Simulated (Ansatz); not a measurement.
## Match the barriers

Saddle point of SiN$_{2}$H$_{6}$O$_{2}$, closed shell (SiN₂H₆O₂ ([NH2][Si]([NH2])([OH])[OH]) → SiNH₃O₂ ([NH][Si]([OH])[OH]) + NH₃ (still joined by a long Si–N bond); bonds formed: N2–H4; bonds broken: N3–H4; bonds weakened to dative contacts: Si1–N2), PBE0-D4/def2-TZVP structure:

```csv
atom,x (Å),y (Å),z (Å)
Si1,-0.4686,-0.0354,0.0122
N2,1.3205,0.4545,0.1622
N3,0.0277,-1.4748,0.6035
H4,1.2415,-0.6816,0.5621
O5,-0.9628,0.1847,-1.5453
O6,-1.3491,1.0553,0.8600
H7,1.8625,0.6133,-0.6766
H8,1.5511,1.1464,0.8633
H9,-0.4597,-2.2904,0.9274
H10,-0.8406,-0.5870,-2.1012
H11,-1.9223,1.6149,0.3324
```

Program: Ansatz 0.2.0. Basis: def2-TZVPP, with def2-QZVPP for the basis limit. Cores are frozen in the correlated methods. B3LYP uses VWN-RPA correlation. Extrapolation: Hartree–Fock as exp(−7.88 √X), correlation as X^−2.97. Four methods, as single points on the PBE0-D4 structures, gave these electronic barriers from the start structure: 48.08, 51.59, 56.91, 65.24 kcal/mol.

**Question.** The methods were, in alphabetical order, B3LYP-D4, BHLYP-D4, BLYP-D4, HF. Which gave which? (Judge from chemistry; the calculation decides.)

**Answer.** Computed: BLYP-D4 48.08; B3LYP-D4 51.59; BHLYP-D4 56.91; HF 65.24 kcal/mol. For comparison, CCSD(T) at an estimated basis limit (MP2 extrapolated from triple and quadruple zeta, plus CCSD(T) − MP2 in triple zeta) gives 52.23 kcal/mol.

No T1 diagnostic of these runs exceeds 0.013.

Labels in which every atom is bracketed show which atoms are joined, not bond orders.

For scale, one of the runs: CCSD(T)/def2-TZVPP, 250 basis functions, launched by `ansatz run in.yaml --threads 8 --pin off --events-out ev --progress --plain --max-ram 19148MiB`. Hardware: 8 CPU threads of an Arm Neoverse V1, shared host. Wall time 120 s; peak host memory 5.6 GiB.
